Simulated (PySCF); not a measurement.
# Two-dimensional NMR puzzle

Compound of formula C$_{6}$H$_{10}$BN. Correlations simulated from computed shifts and couplings:

HSQC (one-bond C–H):
```tsv
δH	δC	1J(C,H) (Hz)
7.58	144.7	160
7.24	137.8	156
7.09	138.9	175
6.51	117.2	170
3.78	58.4	142
1.32	22.3	134
```

COSY cross peaks (|J| ≥ 2 Hz):
```tsv
δH	δH	abs. J (Hz)	bonds
7.58	7.24	11.9	3
7.58	6.51	7.5	3
7.24	5.44	3.7	3
7.09	6.51	7.6	3
3.78	1.32	8.1	3
```

HMBC (two and three bonds, |J| ≥ 2.5 Hz):
```tsv
δH	δC [abs. J in Hz]
7.58	138.9 [7.9], 117.2 [3.6]
7.24	144.7 [2.6], 117.2 [11.2]
7.09	144.7 [7.6], 117.2 [4.3], 58.4 [6.3]
6.51	138.9 [5.3], 137.8 [7.8]
5.44	144.7 [5.1], 138.9 [4.8], 137.8 [7.5], 58.4 [6.7]
3.78	138.9 [6.8]
1.32	58.4 [3.6]
```

PySCF 2.14 calculation with PBE0-D3(BJ)/def2-SVP geometry, spin–spin couplings from B3LYP/pcJ-1 (spin–dipole term only in couplings to heteroatoms) and shieldings: GIAO PBE/pcSseg-1; in vacuum, one averaged value for each set of equivalent atoms, single conformer, relativity neglected.

References, each an isolated molecule treated in the same way: 1H (31.20 ppm), 13C (180.03 ppm) vs TMS.

Exchangeable hydrogens are left out of these lists, and C,H couplings along chains are those of one rotamer, so weak HMBC peaks may be missing or extra.

Work out the connectivity.

Results:

N-Ethyl-1,2-Azaborine (SMILES C(C)N1BC=CC=C1).

Structure with atom numbers: `[CH3:1][CH2:2][N:3]1[BH:4][CH:5]=[CH:6][CH:7]=[CH:8]1`. Hydrogens are named by the atom that carries them.

δC 144.7 is C6, an alkene CH (δH 7.58). δC 138.9 is C8, an alkene carbon bearing nitrogen (δH 7.09). δC 137.8 is C5, an alkene CH (δH 7.24). δC 117.2 is C7, a β carbon of an enol-ether or enamine type C=C (δH 6.51). δC 58.4 is C2, an sp3 CH2 bonded to N (δH 3.78). δC 22.3 is C1, a methyl carbon (δH 1.32). COSY links 7.58–7.24, 7.58–6.51, 7.24–5.44, 7.09–6.51, 3.78–1.32.

The shifts were computed for this structure.

Hydrogens on boron are broadened and split by 11B (spin 3/2, 80 %) and 10B (spin 3). A carbon bonded to boron is broadened by the quadrupolar boron nucleus and is often missing from a measured spectrum. Unscaled 3J(H,H) at this level run about 10 % above measured values. Shifts are as computed. Against solution values, carbons near 30 ppm lie about +2 ppm off and those near 130 ppm about +2 ppm. Of 1211 compounds with measured shifts, 218 miss one by over three times the rms of a fit or turn the order of signals round; such compounds aren't used in these exercises.
